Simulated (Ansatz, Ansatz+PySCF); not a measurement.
```xyz
2

N     0.0000    0.0000   -0.1570
H     0.0000    0.0000    1.0991
```

Basis set: 6-31G (spherical functions). Frozen core: 1 orbital. Correlation on ROHF uses semicanonical orbitals with singles. Charge 0, multiplicity 3.

Computed with Ansatz (development build ahead of 0.2.0); each method stands on the lowest determinant of its kind that the runs found.

**Question.** Give the atomization energy at this shape (free ground-state atoms in the same class of orbitals less the molecule, no zero-point energy) of triplet NH by PBE0 (unrestricted), UHF-CCSD(T), UHF-MP2, ROHF-MP2, UHF, ROHF.

**Answer.**

| method | atomization energy |
| --- | --- |
| PBE0 (unrestricted) | 2.76 eV |
| UHF-CCSD(T) | 2.20 eV |
| UHF-MP2 | 1.90 eV |
| ROHF-MP2 | 1.92 eV |
| UHF | 1.04 eV |
| ROHF | 0.92 eV |

Caution: the shape is not the minimum.

This basis has no polarisation functions and is too small for such energies, which can lie far from measured ones in either direction.
